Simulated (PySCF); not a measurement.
# Reading the logs of faulty runs: AlB2GeH6

These are calculations, not measurements. They come from PySCF 2.14.0, an open-source quantum chemistry program, on an isolated molecule that a program drew, which may never have been made. The molecule is AlB2GeH6 (charge 0, doublet), drawn as the SMILES string `[BH][AlH][GeH2][BH2]`.

Each row is a Hartree-Fock (HF) and frozen-core CCSD(T) single point in the cc-pV(D+d)Z basis, meant for a local HF minimum. Run 1 is clean. Each other run has one planted mistake out of seven kinds, and not every kind appears here: one electron removed, one electron added, multiplicity raised by two, geometry at a saddle point, minimal basis STO-3G, one bond length entered in bohr, all coordinates scaled. The reference is restricted for singlets and unrestricted otherwise, and also for a bond in bohr. Adding or removing an electron swaps singlet and doublet. Electrons count all cores. HOMO and LUMO are orbital energies over both spins, the gradient is its largest component, and the lowest frequency (negative if imaginary) is given only where the gradient is small. Bond lengths are over the 9 bonds as drawn. T1 is the CCSD diagnostic: over 0.02 (restricted) or 0.045 (unrestricted) a single reference is doubtful. Germanium has the cc-pVDZ-PP basis, with a core potential (ECP10MDF) in place of its 10 inner electrons, and its 3s, 3p and 3d shells are frozen in CCSD(T).

Geometry of the clean run:
```xyz
10
AlB2GeH6, angstrom
B     0.5668   -2.5982    2.4937
Al    1.4920   -1.2260    1.2803
Ge    0.2619    0.8766    0.6419
B     0.1365    1.0659   -1.4204
H     0.0151   -3.3709    3.2110
H     2.9595   -1.5302    0.7715
H     1.0239    2.0694    1.2526
H    -1.1361    0.8659    1.2885
H     1.0201    1.5853   -2.0429
H    -0.7888    0.6010   -2.0260
```

| run | electrons | basis functions | <S^2> | HOMO (eV) | LUMO (eV) | gradient (hartree/bohr) | lowest frequency (cm^-1) | mean bond (Å) | longest bond (Å) | T1 | HF (hartree) | CCSD(T) (hartree) | mistake |
|---|---|---|---|---|---|---|---|---|---|---|---|---|---|
| 1 | 61 | 104 | 0.759 | -8.28 | 0.50 | 6.1e-06 | 25 | 1.6554 | 2.518 | 0.0180 | -588.04821 | -588.42531 | no fault |
| 2 | 60 | 104 | 0.000 | -13.90 | -6.14 | 3.8e-02 | - | 1.6554 | 2.518 | 0.0220 | -587.78493 | -588.14929 | one electron removed |
| 3 | 62 | 104 | 0.000 | -0.94 | 5.06 | 2.6e-02 | - | 1.6554 | 2.518 | 0.0268 | -588.04339 | -588.46752 | one electron added |
| 4 | 61 | 104 | 0.760 | -8.21 | 0.47 | 1.4e-02 | - | 1.7067 | 2.596 | 0.0183 | -588.04151 | -588.42041 | ? |
| 5 | 61 | 104 | 1.437 | -8.33 | 0.26 | 2.2e-02 | - | 1.7730 | 2.518 | 0.0742 | -587.91819 | -588.30644 | ? |

**Which mistake was planted in run 4, and what did it cost?**

The mean and the longest bond both change by the same factor, 1.031, and the gradient is no longer small. So the mistake is: all coordinates scaled. Subtracting run 1 and multiplying by 627.51 kcal/mol a hartree, the energy moved by 4.2 kcal/mol in HF and 3.1 kcal/mol in CCSD(T).

**Which mistake was planted in run 5, and what did it cost?**

The mean bond changes by a factor of 1.071 and the longest by 1.000, so the molecule wasn't scaled as a whole. A length L in bohr read as angstrom grows by (1/0.5292 - 1) L = 0.890 L. The 9 bonds together grew by 9 x 0.1176 = 1.058 Å, which gives L = 1.190 Å. That is the length of one of the B-H bonds, 1.190 Å in the clean geometry. So the mistake is: one bond length entered in bohr. Subtracting run 1 and multiplying by 627.51 kcal/mol a hartree, the energy moved by 81.6 kcal/mol in HF and 74.6 kcal/mol in CCSD(T).

Cautions from the logs. Run 2: T1 is over the limit, so its CCSD(T) energy is less reliable; run 3: T1 is over the limit, so its CCSD(T) energy is less reliable; run 5: T1 is over the limit, so its CCSD(T) energy is less reliable.
